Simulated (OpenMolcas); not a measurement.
Re5+: effect of the ligand basis

Re5+ with 6 ligands (fluoride) in octahedral coordination (Oh) at 1.89 Å. A charge of +0.167 e stands 2.6 Å behind each ligand.

| Quantity | Value |
| --- | --- |
| Program | OpenMolcas 26.06 |
| Method | CASSCF |
| Spin-orbit coupling | state interaction with AMFI integrals over the reference wave functions |

Fixed: metal basis ANO-RCC-VTZP, active space 2 electrons in 5 orbitals (5d), DKH2 Hamiltonian.

States (labels of O, the rotations of Oh). Energies in cm-1 above the lowest state or level, χT in cm3 K/mol; under a threefold ground state the first gap can be a small split of the lowest multiplet, not the spin-orbit step.

```tsv
Run	Ligand basis	Ground state	First state of that spin	First gap with spin-orbit (degeneracies)	χT at 300 K	First state of another spin	Cost
A	ANO-RCC-VDZP	3T1	3T2 39492	237.7 (2, 3)	0.141	1T2 9748	roughly 60 core-seconds
B	ANO-RCC-VTZP	3T1	3T2 39286	246.4 (2, 3)	0.139	1T2 9833	roughly 2.4 core-minutes
```

Against A, the first state of the same spin changes by -0.5 % in B.

Costs are those of the RASSCF and RASSI steps.

An orbital triplet at a regular site is open to Jahn-Teller coupling, which can distort the site and quench the lowest spin-orbit gaps and is left out. Without dynamic correlation the repulsion within the d shell is too large (B by tens of per cent), so at a given field states of lower spin stand too high. With metal d orbitals alone the field can be off either way by tens of per cent. Ligand-to-metal charge-transfer states are missing. With no ligand orbital active B as a rule stays too high, so bands that hang on it stand too high and its fall with covalency is understated. The least metal-like active orbital is 71 % on the metal (Löwdin) and no ligand orbital is active, so the numbers are rough (holds for A). The least metal-like active orbital is 65 % on the metal (Löwdin) and no ligand orbital is active, so the numbers are rough (holds for B). No measured value stands beside these numbers; the geometry was imposed, not optimised, and the real ion may take another.
